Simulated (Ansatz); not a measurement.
Mo(NH)2(OH)2 (MoN2O2H4), 9 atoms. Hardware: 4 threads of Arm Neoverse V1 on a shared host.

In the def2 sets Mo takes a core potential; there is no spin–orbit coupling. Correlated methods freeze 4 core orbitals; core or outer-core shells of Mo are correlated, in sets that lack core-valence functions.

(1) How many basis functions does each of these Ansatz runs have, and roughly what does it cost? r2SCAN-D4/def2-TZVP, charge 1 doublet at the geometry of the charge 0 singlet, energy, from earlier orbitals; PBE-D4/def2-SVP, charge 0 singlet, energy, from earlier orbitals; PBE0-D4/def2-SVP, charge -1 doublet at the geometry of the charge 0 singlet, energy with a search over starts; PBE0-D4/def2-TZVP, charge 0 triplet at the geometry of the charge 0 singlet, energy; r2SCAN-D4/def2-TZVP, charge 0 triplet at the geometry of the charge 0 singlet, energy, from earlier orbitals; RPA@PBE/def2-TZVP, charge 0 singlet, energy, from earlier orbitals; r2SCAN-D4/def2-TZVP, charge 0 singlet, energy, from earlier orbitals; CCSD(T)/def2-TZVP, charge 0 singlet, energy, from earlier orbitals; r2SCAN-D4/def2-TZVPD, charge 0 singlet, energy, from earlier orbitals; LC-ωPBE/def2-TZVP, charge 0 singlet, energy, from earlier orbitals; PBE0-D4/def2-SVP, charge 0 singlet, energy, from earlier orbitals; r2SCAN0-D4/def2-TZVP, charge 0 singlet, energy, from earlier orbitals.

Results:

(1) Other jobs shared the machine, so times can vary by a factor of up to 3. A dash marks memory too small to be measured apart from the calling script's.

| run | functions | fitting or Cholesky vectors | wall time | peak host memory (GiB) |
| --- | --- | --- | --- | --- |
| PBE-D4/def2-SVP, charge 0 singlet, energy, from earlier orbitals | 107 | 1165 | 1 s | – |
| PBE0-D4/def2-SVP, charge 0 singlet, energy, from earlier orbitals | 107 | 1204 | 1.2 s | – |
| LC-ωPBE/def2-TZVP, charge 0 singlet, energy, from earlier orbitals | 188 | 1096 | 2.2 s | – |
| r2SCAN-D4/def2-TZVP, charge 0 singlet, energy, from earlier orbitals | 188 | 1096 | 3.3 s | – |
| r2SCAN0-D4/def2-TZVP, charge 0 singlet, energy, from earlier orbitals | 188 | 1166 | 3.8 s | – |
| RPA@PBE/def2-TZVP, charge 0 singlet, energy, from earlier orbitals | 188 | 1369 | 4 s | – |
| r2SCAN-D4/def2-TZVPD, charge 0 singlet, energy, from earlier orbitals | 230 | 1238 | 4.4 s | – |
| PBE0-D4/def2-SVP, charge -1 doublet at the geometry of the charge 0 singlet, energy with a search over starts | 107 | 1083 | 8 s | – |
| r2SCAN-D4/def2-TZVP, charge 1 doublet at the geometry of the charge 0 singlet, energy, from earlier orbitals | 188 | 1096 | 8.5 s | – |
| PBE0-D4/def2-TZVP, charge 0 triplet at the geometry of the charge 0 singlet, energy | 188 | 1166 | 13 s | 0.77 |
| r2SCAN-D4/def2-TZVP, charge 0 triplet at the geometry of the charge 0 singlet, energy, from earlier orbitals | 188 | 1096 | 20 s | – |
| CCSD(T)/def2-TZVP, charge 0 singlet, energy, from earlier orbitals | 188 | 1369 | 1.8 min | 2.7 |
